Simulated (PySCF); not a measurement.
A GIAO shielding run with PySCF 2.14.0 with density-fitted response routines (density fitting, non-relativistic, gas phase) on SMILES C#CB1N=CCN1, C$_{4}$H$_{5}$BN$_{2}$:

```
$ OMP_NUM_THREADS=1 python probes_run.py task.json out

{"job": {"kind": "nmr", "xc": "PBE", "basis": "pcSseg-1", "pop": false}, "charge": 0, "multiplicity": 1}
C      3.307505     0.056732     0.508338
C      2.103165     0.129612     0.350397
B      0.586881     0.207540     0.154191
N     -0.178953     1.401057    -0.283781
C     -1.395479     1.018387    -0.313596
C     -1.642969    -0.414209     0.076927
N     -0.309264    -0.859578     0.363170
H      4.372747     0.002054     0.645583
H     -2.228218     1.679533    -0.604520
H     -2.326652    -0.473993     0.945765
H     -2.128777    -0.969705    -0.748681
H     -0.123155    -1.805777     0.661650
```

Hardware: 1 thread of an Arm Neoverse V2, shared host. The job also computes ring-centre shieldings.

Task: How large is the calculation?

Result: 48 electrons, 144 basis functions and 730 auxiliary functions.

Task: How long does it take, and how much memory does it need?

Result: 16 s of wall time, with 17 SCF cycles; peak memory 0.76 GiB. Times on a shared host scatter by some tens of per cent.

Task: And these other runs on the same molecule and hardware: GIAO shielding at BHandHLYP/pcSseg-1; GIAO shielding at BLYP/pcSseg-1; GIAO shielding at BP86/pcSseg-1; GIAO shielding at KT3/pcSseg-1; GIAO shielding at LDA/pcSseg-1; GIAO shielding at PBE0/6-31G?

Result: BHandHLYP/pcSseg-1: 144 functions, 9.1 s; BLYP/pcSseg-1: 144 functions, 16 s; BP86/pcSseg-1: 144 functions, 16 s; KT3/pcSseg-1: 144 functions, 16 s; LDA/pcSseg-1: 144 functions, 13 s; PBE0/6-31G: 73 functions, 5.3 s.
